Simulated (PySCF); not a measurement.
# C5H3F4O: g tensor and hyperfine couplings

C₅H₃F₄O (doublet state).
Structure used (GFN2-xTB), in Å, numbered top down from 1:
```xyz
13
C5H3F4O angstrom
C      3.1923    0.5173   -0.2843
C      2.2401   -0.2158    0.2009
O      1.1099   -0.7915   -0.1783
C     -0.0198   -0.1290   -0.3474
F      0.1072    1.2008   -0.3585
C     -1.2048   -0.7504   -0.4769
C     -2.5111   -0.0721   -0.6840
F     -2.4770    1.2555   -0.5627
F     -3.0227   -0.3311   -1.9062
F     -3.4334   -0.5153    0.1922
H      3.2337    0.8391   -1.3249
H      4.0232    0.8184    0.3292
H     -1.2420   -1.8254   -0.4586
```

The hyperfine couplings belong to this conformer and change with its torsions.

As a line formula: `C=[C]O/C(F)=C/C(F)(F)F` [radical].

Method: UKS B3LYP, pcH-1 on C F H O, non-relativistic, mean-field spin-orbit, GIAO in PySCF 2.14.0. One conformer (not necessarily the lowest) at the GFN2-xTB geometry, without solvent, vibrations or thermal averaging. GFN2-xTB frequencies show an imaginary mode (25i cm⁻¹), so this geometry is no minimum at that level. The geometry wasn't refined by DFT: couplings that depend on bond lengths, twists or pyramidal angles can differ widely from those at the functional's own minimum. Stability of the SCF solution: not tested.

```json
{
  "g1, g2, g3": "2.00123, 2.00211, 2.00322",
  "g_iso": "2.00218",
  "Form of g": "rhombic: the two nearest values differ by 44 % of g3 − g1",
  "⟨S²⟩": "0.7602 (exact 0.7500)"
}
```

Hyperfine couplings atom by atom, in mT; T1 to T3 are the principal values of the dipolar part; ρ(0) is the spin density at the nucleus (MHz turned into mT with g_iso):

```tsv
atom	isotope	a_iso	T1	T2	T3	Mulliken spin population	ρ(0) (bohr⁻³)
C1	13C	2.08	-0.74	-0.01	0.75	-0.13	0.0517
C2	13C	15.36	-2.74	-1.87	4.61	0.90	0.3830
O3	17O	-3.03	-1.39	0.68	0.71	0.06	0.1401
C4	13C	0.16	-0.32	0.04	0.28	-0.03	0.0041
F5	19F	-0.16	-0.83	0.20	0.64	0.00	-0.0011
C6	13C	0.33	-0.31	-0.27	0.59	0.10	0.0082
C7	13C	-0.15	-0.02	0.00	0.02	0.00	-0.0039
F8	19F	0.00	-0.06	-0.04	0.10	0.00	0.0000
F9	19F	0.51	-0.24	-0.23	0.47	0.00	0.0034
F10	19F	0.60	-0.29	-0.28	0.57	0.00	0.0040
H11	1H	5.18	-0.18	-0.05	0.23	0.08	0.0325
H12	1H	2.32	-0.27	-0.20	0.47	0.02	0.0146
H13	1H	-0.23	-0.07	-0.05	0.12	0.00	-0.0014
```

Largest spin populations (Mulliken): C2 (+0.90), C1 (-0.13), C6 (+0.10) and H11 (+0.08). C2 is the only atom above +0.15. The positive populations add up to 1.17 and the negative ones to -0.17, together 2S = 1.

Axes: g1 points within 4° of the C4–C6 bond and g2 points within 6° of the C1–H11 bond.

Under fast tumbling the dipolar parts average out, and these isotropic splittings remain: 1 × 1H (H11, I = 1/2, 2 lines) with 5.18 mT, 1 × 1H (H12, I = 1/2, 2 lines) with 2.32 mT, 3 × 19F (F8/F9/F10, I = 1/2, 4 lines) with 0.37 mT, 1 × 1H (H13, I = 1/2, 2 lines) with 0.23 mT and 1 × 19F (F5, I = 1/2, 2 lines) with 0.16 mT.

Class means assume fast exchange of nuclei equivalent by connectivity; if that motion is slow, each nucleus keeps its own coupling. The three 19F nuclei of mean +10.3 MHz run from 0.0 to 16.7 MHz in the frozen geometry.

The 13C coupling of C2 (430.5 MHz) shows only in satellite lines or after enrichment, since that isotope makes up about 1.07 % of natural carbon.

The 17O coupling of O3 (-84.9 MHz) shows only in satellite lines or after enrichment, since that isotope makes up about 0.038 % of natural oxygen.

β density exceeds α density at some nuclei, such as C7 (-0.0039), H13 (-0.0014) and F5 (-0.0011), spin density in bohr⁻³. In a single determinant that takes different orbitals for the two spins, that is spin polarisation.

On one thread, Arm Neoverse V1 (aarch64), no GPU, shared host with 32 logical CPUs at a one-minute load of 9.4, this took 77 s (grids of density and orbitals included) and 1.1 GiB of memory at its peak.
